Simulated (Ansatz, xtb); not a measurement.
## Relative energy of two isomers of C4H2F2O

Structure a: `Fc1ccc(F)o1`, a singlet. Structure b: `Fc1coc(F)c1`, a singlet. Both are isolated molecules in the gas phase, relaxed with B3LYP-D3(BJ)/def2-SVP.

a (Å):

```yaml
atoms:
  - { symbol: C, position_ang: [-1.9321, -1.1228, 1.0342] }
  - { symbol: C, position_ang: [-0.8903, -0.5720, 0.3620] }
  - { symbol: C, position_ang: [-1.0481, 0.8593, 0.5281] }
  - { symbol: C, position_ang: [-2.1669, 1.0064, 1.2813] }
  - { symbol: F, position_ang: [-2.3112, -2.3618, 1.2348] }
  - { symbol: F, position_ang: [-2.7984, 2.0566, 1.7475] }
  - { symbol: O, position_ang: [-2.7248, -0.1844, 1.6033] }
  - { symbol: H, position_ang: [-0.1123, -1.1019, -0.1800] }
  - { symbol: H, position_ang: [-0.4159, 1.6526, 0.1397] }
```

b (Å):

```xyz
9

C    -1.5218   -0.7481    0.2338
C    -1.2639   -0.9739    1.5535
C    -1.8100    1.1275    1.3310
C    -1.8837    0.6307    0.0643
F    -1.4546   -1.6412   -0.7447
F    -2.0291    2.3279    1.8079
O    -1.4486    0.2114    2.2303
H    -0.9640   -1.8395    2.1328
H    -2.1511    1.1524   -0.8491
```

Question: Which of the two would you expect CCSD(T)/def2-SVP + ΔMP2/def2-TZVPP electronic energies to favour?

Answer: Structure a; the calculation gives E(b) − E(a) = +8.34 kJ/mol.

The same difference at several levels:

```
                             level               geometry  E(b) − E(a) (kJ/mol)  departure from the last row (kJ/mol)  job, with rough time for the two
                          GFN2-xTB               GFN2-xTB                   +1.56                                 −6.79              optimisation, 0.18 s
                         HF/STO-3G               GFN2-xTB                  +13.62                                 +5.27              single point, 0.62 s
                r2SCAN-D4/def2-SVP               GFN2-xTB                   +9.48                                 +1.14               single point, 3.2 s
             B3LYP-D3(BJ)/def2-SVP  B3LYP-D3(BJ)/def2-SVP                   +8.11                                 −0.24                optimisation, 38 s
                       HF/def2-SVP  B3LYP-D3(BJ)/def2-SVP                   +9.21                                 +0.86           part of the CCSD(T) run
                      MP2/def2-SVP  B3LYP-D3(BJ)/def2-SVP                  +11.63                                 +3.29           part of the CCSD(T) run
                  CCSD(T)/def2-SVP  B3LYP-D3(BJ)/def2-SVP                  +10.92                                 +2.58                      single point
CCSD(T)/def2-SVP + ΔMP2/def2-TZVPP  B3LYP-D3(BJ)/def2-SVP                   +8.34                                                      single point, 38 s
```

As drawn, both hold the same kinds of bond in the same numbers.

GFN2-xTB finds them nearly level. The largest departure from CCSD(T)/def2-SVP + ΔMP2/def2-TZVPP is that of GFN2-xTB, 6.79 kJ/mol. The last row adds to CCSD(T) the change of the MP2 difference between the two basis sets, here −2.58 kJ/mol.

With harmonic frequencies from B3LYP-D3(BJ)/def2-SVP (ideal gas, rigid rotor, one conformer each, 298.15 K, 1 atm): the zero-point term adds −0.19 kJ/mol; ΔH is +8.20 and ΔG +6.44 kJ/mol.

The correlated steps freeze 7 core orbitals. Programs: Ansatz 0.2.0, xtb 6.7.1; the last row on 2 threads of Intel(R) Xeon(R) Processor @ 2.70GHz on a shared host.
